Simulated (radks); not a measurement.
Polarisability of the scandium ion Sc3+, [Ar], at imaginary frequency. All-electron calculation, non-relativistic Kohn-Sham, LDA (Slater exchange, Perdew-Wang correlation), spin-polarised, spherical densities, point nucleus. Program: a radial shooting solver on a logarithmic mesh with Libxc functionals. Response by self-consistent Sternheimer equations with the Hartree and adiabatic LDA kernel.

w (hartree),alpha1(iw) (bohr^3),alpha2(iw) (bohr^5)
0.00266,2.171,3.684
0.0143,2.170,3.684
0.0360,2.169,3.683
0.0697,2.166,3.680
0.118,2.158,3.673
0.186,2.140,3.657
0.280,2.103,3.623
0.413,2.030,3.556
0.605,1.890,3.421
0.892,1.645,3.163
1.35,1.267,2.700
2.12,0.8039,1.977
3.59,0.3951,1.108
6.94,0.1431,0.4050
17.5,0.03320,0.07464

Static values: alpha1 = 2.171 bohr^3 (0.3216 angstrom^3; uncoupled 3.449), alpha2 = 3.684 bohr^5, alpha3 = 13.09 bohr^7. C6 = 5.756, C8 = 57.26, triple-dipole C9 = 9.189 atomic units. One-pole (London) frequency 4 C6 / (3 alpha1^2) = 1.629 hartree, against 2.374 for minus the highest occupied eigenvalue. The dipole shielding factor is 0.857, as the force sum rule N/Z = 0.857 demands.
